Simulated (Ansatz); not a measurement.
Start from `[Cl][In]([Cl])[SeH]` and change one atom or group to get `[F][In]([Cl])[SeH]`.

Ansatz, PBE0-D4/def2-TZVP geometries, multiplicity 1. Each molecule was computed in one conformer, which needn't be the lowest.

Elements past krypton have def2 core potentials. Scalar relativity is left out up to krypton.

| property | `[Cl][In]([Cl])[SeH]` |
| --- | --- |
| LUMO energy (B3LYP/def2-TZVPP) / eV | -2.80 |
| ideal-gas entropy at 298 K and 1 bar (rigid rotor, harmonic PBE0-D4/def2-TZVP) / J/(mol·K) | 379 |
| HOMO–LUMO gap (PBE0/def2-TZVPP) / eV | 5.41 |
| HOMO–LUMO gap (ωB97M-V/def2-TZVPP) / eV | 9.45 |
| HOMO–LUMO gap (B3LYP/def2-TZVPP) / eV | 4.88 |
| size of the dipole moment (B3LYP/def2-TZVPP) / D | 2.07 |

(1) Give the same properties after the change, and the shifts. (Estimate.)

Answers

(1) The calculation gave: 
| property | `[F][In]([Cl])[SeH]` | shift |
| --- | --- | --- |
| LUMO energy (B3LYP/def2-TZVPP) / eV | -2.88 | -0.08 |
| ideal-gas entropy at 298 K and 1 bar (rigid rotor, harmonic PBE0-D4/def2-TZVP) / J/(mol·K) | 369 | -10 |
| HOMO–LUMO gap (PBE0/def2-TZVPP) / eV | 5.45 | 0.04 |
| HOMO–LUMO gap (ωB97M-V/def2-TZVPP) / eV | 9.50 | 0.05 |
| HOMO–LUMO gap (B3LYP/def2-TZVPP) / eV | 4.90 | 0.02 |
| size of the dipole moment (B3LYP/def2-TZVPP) / D | 2.48 | 0.41 |

Dipoles are sizes alone; their direction can turn.

B3LYP here is the variant with VWN-RPA as its local correlation; programs differ in this.

Spin–orbit coupling is left out; it splits and shifts lone-pair levels of the heavy atoms by tenths of an eV.
